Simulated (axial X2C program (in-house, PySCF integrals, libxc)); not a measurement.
NiGa: from Re and ωe to a spectrum

A bond curve at the PBE0 level, with spin–orbit coupling, was computed with an axial X2C code built on PySCF integrals (basis Ga dyall-cv3z [9s9p7d4f1g], Ni dyall-cv3z [9s9p6d3f2g] (cores contracted in-house)) for the state Ω = 5/2 (⟨Sz⟩ = 0.50, ⟨Lz⟩ = 2.00 at PBE0). Its fit gives Re = 2.3568 Å, ωe = 231.4 cm⁻¹, ωexe = 0.794 cm⁻¹ and αe = 5.235e-04 cm⁻¹; the masses are 68.9256 and 57.9353 u. Two-component means X2C with spin–orbit coupling and atomic mean-field Coulomb and Gaunt terms.

Problem. Find the reduced mass, Be and the force constant.

Solution. From the PBE0 values: μ = 31.4772 u. Be = 16.8576/(μ Re²) = 0.09642 cm⁻¹. k = 5.8918×10⁻⁷ μ ωe² = 0.993 mdyn/Å.

Problem. Where do the fundamental and the first overtone lie?

Solution. ν(1←0) = ωe − 2ωexe = 229.8 cm⁻¹; ν(2←0) = 2ωe − 6ωexe = 458.0 cm⁻¹.

Problem. The dipole moment p changes by 2.23 D/Å at Re. What harmonic infrared intensity follows?

Solution. I = 42.256 × (dp/dR)²/μ = 6.7 km/mol.

Problem. A Morse curve ties αe to the other constants (Pekeris). How well does that hold?

Solution. αe(Morse) = 6Be²/ωe × (√(ωexe/Be) − 1) = 4.507e-04 cm⁻¹; the PBE0 curve gives 5.235e-04 cm⁻¹, a ratio of 0.86.

Problem. Estimate the centrifugal constant by the Kratzer relation.

Solution. D = 4Be³/ωe² = 6.70e-08 cm⁻¹.

Occupations by symmetry block were frozen at the best pattern of an incomplete PBE0 search. Density functionals use the spin component along the axis (collinear). PBE0 can misorder states that lie within some tenths of an eV, so this need not be the ground state of the molecule. The nearest other 2c determinant of the search, Ω = 3/2, lies 0.14 eV up at the distance of the search. Without a current term, density functionals place determinants with orbital angular momentum somewhat too high.
